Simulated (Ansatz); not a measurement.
Consider the atomization: `C=C/N=C/O[SiH3]` → 3 C• + 7 H• + N• + O• + Si•.

Calculated with Ansatz (gas phase, PBE0-D4/def2-TZVP geometries, no zero-point term in ΔE). CCSD(T)/CBS adds triple-zeta CCSD(T) − MP2 to the extrapolated MP2 energy (def2 sets, frozen cores). This one scheme is used for every species, atoms too. Functionals use def2-TZVPP. Open shells (•) are unrestricted, without spin–orbit coupling. Spin–orbit coupling would lower the free atoms: a little for C, O, Si. One conformer a species, not always the lowest.

`C=C/N=C/O[SiH3]`:

Cartesian coordinates in Å:
```
C -1.810 0.723 1.794
C -1.211 -0.307 1.205
N -0.235 -0.139 0.233
C 0.292 -1.166 -0.285
O 1.231 -1.060 -1.217
Si 1.699 0.497 -1.690
H -1.548 1.740 1.529
H -2.569 0.564 2.548
H -1.481 -1.331 1.477
H 0.045 -2.201 -0.033
H 2.291 1.238 -0.555
H 2.731 0.212 -2.713
H 0.565 1.230 -2.293
```

```csv
level,ΔE (eV)
PBE0-D4,53.45
B2PLYP,52.84
r2SCAN,53.33
CCSD/def2-TZVPP,50.82
CCSD(T)/def2-TZVPP,51.76
MP2/def2-QZVPP,53.60
SCS-MP2/def2-QZVPP,53.54
HF/CBS(def2),38.04
```

What does CCSD(T)/CBS give? (Best estimate.)

Computed: +53.21 eV. The listed levels differ from it by 0.24, -0.37, 0.12, -2.39, -1.45, 0.39, 0.33, -15.17 eV.

Largest T1 diagnostic among the species: 0.014.

In def2-TZVPP, CCSD(T) changes the Hartree–Fock value by +13.82 eV (the triples alone add +0.94 eV) and MP2 by +14.80 eV; breaking electron pairs costs correlation energy, which Hartree–Fock lacks. The D4 term adds +0.44 eV with B3LYP and +0.23 eV with PBE0; it sums over pairs of atoms, weighted by their polarisabilities, and B3LYP, whose exchange is more repulsive, gets the larger term.

B3LYP here is the variant with VWN-RPA as its local correlation; programs differ in this.

For atomizations the MP2-based limit and the directly extrapolated one differ by several kJ/mol either way, and by 10 to 25 for some Ge, Se and Sn compounds, so smaller differences from it don't rank the levels.
